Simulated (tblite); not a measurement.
C7H6OSi (charge +1 and doublet state).
Bonds: O1–C2 (double), C2–C3, C3–C4, C4–C5, C5–C6 (double), C6–C7, C7–C8 (double), C8–Si9, C3–C8, C4–C7. Hydrogens: H10 on C2; H11 on C5; H12 on C6; H13, H14, H15 on Si9.

The geometry is computed with GFN2-xTB (gas phase). This method treats the open shell by occupation alone, without spin polarisation.

Question: Give the optimised bond lengths and angles.

Answer: 
```json
{"bond": "O1=C2", "length (pm)": "119.6", "order": "double"}
{"bond": "C2–C3", "length (pm)": "147.0", "order": "single"}
{"bond": "C3–C4", "length (pm)": "136.6", "order": "single"}
{"bond": "C4–C5", "length (pm)": "137.2", "order": "single"}
{"bond": "C5=C6", "length (pm)": "141.2", "order": "double"}
{"bond": "C6–C7", "length (pm)": "137.3", "order": "single"}
{"bond": "C7=C8", "length (pm)": "135.5", "order": "double"}
{"bond": "C8–Si9", "length (pm)": "195.2", "order": "single"}
{"bond": "C3–C8", "length (pm)": "143.3", "order": "single"}
{"bond": "C4–C7", "length (pm)": "181.0", "order": "single"}
{"bond": "C2–H10", "length (pm)": "110.0", "order": "single"}
{"bond": "C5–H11", "length (pm)": "107.8", "order": "single"}
{"bond": "C6–H12", "length (pm)": "107.7", "order": "single"}
{"bond": "Si9–H13", "length (pm)": "146.7", "order": "single"}
{"bond": "Si9–H14, Si9–H15", "length (pm)": "145.5", "order": "single"}
```

Bonds in one row agree within 1 pm and their mean is given. Orders are formal, as drawn. A selection of angles:
```json
{"angle": "O1–C2–C3", "degrees": "119.2"}
{"angle": "C2–C3–C4", "degrees": "138.8"}
{"angle": "C2–C3–C8", "degrees": "122.4"}
{"angle": "C4–C3–C8", "degrees": "98.8"}
{"angle": "C3–C4–C5", "degrees": "162.0"}
{"angle": "C3–C4–C7", "degrees": "81.0"}
{"angle": "C5–C4–C7", "degrees": "81.0"}
{"angle": "C4–C5–C6", "degrees": "99.2"}
{"angle": "C5–C6–C7", "degrees": "97.4"}
{"angle": "C6–C7–C8", "degrees": "165.4"}
{"angle": "C4–C7–C6", "degrees": "82.3"}
{"angle": "C4–C7–C8", "degrees": "83.1"}
{"angle": "C7–C8–Si9", "degrees": "139.9"}
{"angle": "C3–C8–C7", "degrees": "97.1"}
{"angle": "C3–C8–Si9", "degrees": "123.0"}
```

Torsions: O1–C2–C3–C4 180° (antiperiplanar); C2–C3–C4–C5 180° (antiperiplanar); C3–C4–C5–C6 0° (synperiplanar); C4–C5–C6–C7 0° (synperiplanar); C2–C3–C8–C7 180° (antiperiplanar); C3–C4–C7–C6 180° (antiperiplanar).

The C–C distances run from 1.355 Å (C7=C8, drawn double in a drawing that doesn't fit all lengths) to 1.810 Å (C4–C7, drawn single in a drawing that doesn't fit all lengths), a spread of 0.455 Å. The 9 heavy atoms lie in one plane (0.000 Å rms). C2 (carbon bonded to C, O and H) is planar (angles 124.4°, 119.2° and 116.4°, sum 360.0°, 0.00 Å off the plane of its three neighbours). The 4-membered ring C3–C4–C7–C8 has internal angles of 81.0° to 98.8° (sum 360°, against 360° for a flat polygon); it is planar, 0.00 Å rms from its mean plane, widest ring torsion 0°. C7 (carbon bonded to 3 C) is T-shaped (angles 165.4°, 83.1° and 82.3°). Of the pairs four or more bonds apart, O1···Si9 is among the closest relative to their van der Waals radii: 2.79 Å, 77 % of the sum of Bondi's values. C6 (carbon bonded to 2 C and H) is planar (angles 132.2°, 130.4° and 97.4°, sum 360.0°, 0.00 Å off the plane of its three neighbours).

Point group: Cs (tolerance 0.08 Å). Its GFN2-xTB frequencies are all real (lowest 70 cm⁻¹).

On an Arm Neoverse N1 with one thread, no GPU, on a shared host, this took 0.62 s wall. That covers the optimisation of the geometry.

One conformer stands for the species.
